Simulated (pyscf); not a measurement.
PySCF, gas phase, ωB97X-D3(BJ)/def2-SVP geometries. Correlated levels are frozen-core, on RHF or UHF. ΔMP2 is the change of the MP2 total energy from the triple- to the quadruple-zeta basis.

Question: `[SiH3][PH][Ga]` [singlet] -> `[SiH2]1[PH][GaH]1`
Surface: singlet. Broken: H–Si. Formed: Ga–H, Ga–Si. Give ΔE‡ and ΔE from CCSD(T)/def2-TZVPP + ΔMP2(QZVPP), relative to the reactant's lowest minimum found.

Answer: ΔE‡ = 40.4 kcal/mol, ΔE = +20.6 kcal/mol. Zero-point energy shifts the barrier by -1.9 kcal/mol. It is a rearrangement, with an imaginary mode of 624i cm⁻¹. cyclic H₄GaPSi (SMILES [SiH2]1[PH][GaH]1) lies 7.4 kcal/mol over its isomer H₂P–SiH₂–Ga [singlet] (electronic energy, ωB97M-D3(BJ)/def2-TZVP). This is the saddle that the search found; another between the same sides may lie lower. The CCSD(T) − MP2 part came from Ansatz, without density fitting, on the same reference. The frozen core leaves the outer d or s,p core shells of the metals and heavy elements correlated in the MP2 and CC values, and def2-TZVPP describes them poorly, which can shift differences by a few kcal/mol. Elements up to Kr have no core potential and no relativistic terms here.
